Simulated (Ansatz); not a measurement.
This geometry of Cl3HOSn + H (7 atoms, charge 0, multiplicity 2) is a first-order saddle point.

All numbers below come from UKS B3LYP/def2-SVP in Ansatz.

```xyz
7
Properties=species:S:1:pos:R:3
Sn -0.035 -0.013 0.024
Cl -0.041 -0.019 2.436
O 1.808 -0.001 -0.696
H 2.197 -0.891 -0.678
Cl -1.066 1.931 -0.778
Cl -1.155 -1.940 -0.743
H 0.035 -0.018 4.398
```

Task: Which two structures does it join? (They come from a converged band through this point; their orientation in space is the band's.)

Result: Bonds broken: Sn1–Cl2. Bonds formed: Cl2–H7. Cl3HOSn + H becomes Cl2HOSn + ClH.

Image 0:

```xyz
7
Properties=species:S:1:pos:R:3
Sn -0.046 -0.029 -0.146
Cl -0.044 -0.044 2.200
O 1.795 -0.014 -0.854
H 2.250 -0.856 -0.688
Cl -1.058 1.917 -0.937
Cl -1.199 -1.929 -0.899
H 0.045 0.002 5.286
```

Image 8:

```xyz
7
Properties=species:S:1:pos:R:3
Sn -0.067 0.010 0.010
Cl 0.733 0.137 3.482
O 1.752 -0.010 -0.843
H 2.101 -0.913 -0.908
Cl -1.129 1.947 -0.930
Cl -1.180 -2.002 -0.731
H -0.468 -0.121 3.882
```

Task: How far does it lie above each of them?

Result: 8.7 kJ/mol above the first and 131.7 kJ/mol above the second. This is the barrier of this one path; another mechanism may lie lower.

Time of the run: 6.7 min on 4 threads of Intel(R) Xeon(R) Platinum 8259CL CPU @ 2.50GHz (Skylake/Cascade Lake), on a shared host, peak memory 0.44 GiB.
